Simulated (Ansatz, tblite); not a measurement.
Spin states of Ge₁₉AsH₃₀⁻, each relaxed with PBE-D4/def2-SVP in Ansatz. Electronic energies in the gas phase.

The xTB rows come from tblite. Correlated methods freeze 180 core orbitals; core or outer-core shells of Ge, As are correlated, in sets that lack core-valence functions. The rows differ in basis, and correlated rows in double-zeta sets carry the largest basis error. Single mean-field runs in def2-TZVP are fitted with def2-universal-jkfit.

Singlet geometry:

```xyz
50

Ge   -2.319    2.069   -3.171
Ge   -3.695   -2.531    1.730
Ge   -3.402    1.249    0.631
As   -1.290   -1.407   -1.165
Ge    1.921   -1.177    1.915
Ge    0.748    1.591   -0.731
Ge   -0.239   -0.425    2.792
Ge    3.028   -1.312   -2.089
Ge    4.573    1.564    0.218
Ge   -2.948   -3.104   -0.526
Ge    2.199   -2.517   -0.122
Ge   -2.996    0.315   -1.597
Ge    1.547    0.496   -2.836
Ge   -0.519    3.300   -2.043
Ge   -4.857   -0.376    1.750
Ge   -1.692   -2.386    3.133
Ge   -1.516    1.569    2.159
Ge    3.636    0.557    2.247
Ge    2.806    3.014   -0.681
Ge    5.112   -0.296   -1.286
H    -3.636    2.855   -3.491
H    -1.903    1.367   -4.501
H    -4.625   -3.660    2.289
H    -4.170    2.609    0.530
H    -1.263   -1.906   -2.626
H     2.235   -2.225    3.051
H     0.168   -0.081    4.272
H     3.395   -2.415   -3.145
H     5.912    2.263    0.647
H    -4.147   -3.209   -1.519
H    -2.256   -4.504   -0.478
H     0.929   -3.384   -0.385
H     3.315   -3.537    0.295
H    -4.342   -0.383   -2.005
H     0.443   -0.194   -3.712
H     2.411    1.312   -3.865
H     0.175    4.170   -3.150
H    -1.299    4.333   -1.154
H    -6.221   -0.513    1.004
H    -5.188    0.016    3.225
H    -2.156   -2.420    4.626
H    -0.852   -3.684    2.913
H    -2.239    1.932    3.510
H    -0.626    2.787    1.799
H     3.008    1.662    3.158
H     4.763   -0.110    3.107
H     2.744    4.206    0.340
H     3.357    3.642   -2.009
H     6.015   -1.347   -0.558
H     5.954    0.227   -2.496
```

Triplet geometry:

Cartesian coordinates in Å:
```
Ge -4.188 0.846 0.280
Ge 1.697 2.808 3.081
Ge -1.661 3.806 1.298
As -0.891 -0.154 2.064
Ge 1.931 -1.187 0.196
Ge -0.877 -0.678 -1.474
Ge 1.005 1.634 -0.701
Ge -0.064 -4.511 -0.537
Ge 1.957 -2.597 -3.465
Ge 0.546 0.780 3.830
Ge 1.409 -3.437 1.090
Ge -2.592 1.637 1.966
Ge -1.864 -2.890 -0.867
Ge -3.057 0.475 -1.868
Ge -0.076 4.496 3.032
Ge 2.706 2.619 0.850
Ge -0.448 3.664 -0.827
Ge 3.405 -1.627 -1.738
Ge 0.002 -1.140 -3.747
Ge 1.154 -4.767 -2.648
H -5.369 1.866 0.169
H -4.815 -0.492 0.787
H 2.734 3.192 4.190
H -2.860 4.813 1.257
H -1.732 -0.944 3.099
H 2.832 -0.551 1.333
H 1.772 1.673 -2.090
H -0.575 -5.914 -0.062
H 2.728 -2.842 -4.807
H -0.272 1.104 5.123
H 1.559 -0.348 4.206
H 0.655 -3.329 2.455
H 2.676 -4.322 1.359
H -3.293 1.804 3.357
H -2.666 -2.775 0.471
H -2.884 -3.425 -1.932
H -4.040 -0.373 -2.749
H -2.935 1.864 -2.572
H -0.778 4.590 4.426
H 0.496 5.918 2.724
H 3.181 4.075 0.498
H 4.007 1.767 0.996
H 0.324 5.025 -0.965
H -1.495 3.642 -1.982
H 4.047 -0.317 -2.296
H 4.589 -2.614 -1.455
H 0.457 0.166 -4.473
H -1.013 -1.847 -4.712
H 2.352 -5.755 -2.456
H 0.222 -5.428 -3.716
```

⟨S²⟩: triplet 2.01 at PBE0-D4/def2-TZVP (pure 2.00).

Only these spin states were relaxed. The triplet has other bonds than the singlet, so the gap mixes isomer and spin.

Estimate which spin state lies lowest at each of these levels, and by how much: GFN1-xTB; GFN2-xTB; HF/def2-SVP; PBE-D4/def2-TZVP; r2SCAN-D4/def2-TZVP; PBE0-D4/def2-TZVP; r2SCAN0-D4/def2-TZVP; MP2/def2-SVP.


| level | triplet − singlet (kJ/mol) | lowest of these |
| --- | --- | --- |
| GFN1-xTB | 217.3 | singlet |
| GFN2-xTB | 185.5 | singlet |
| HF/def2-SVP | 197.7 | singlet |
| PBE-D4/def2-TZVP | 157.9 | singlet |
| r2SCAN-D4/def2-TZVP | 170.8 | singlet |
| PBE0-D4/def2-TZVP | 175.2 | singlet |
| r2SCAN0-D4/def2-TZVP | 179.0 | singlet |
| MP2/def2-SVP | 195.8 | singlet |

Change of the triplet − singlet gap on mixing in exact exchange, in kJ/mol: PBE to PBE0 (25 % exact exchange) 17.3; r2SCAN to r2SCAN0 (25 % exact exchange) 8.2. The xTB methods have no spin-polarisation term.
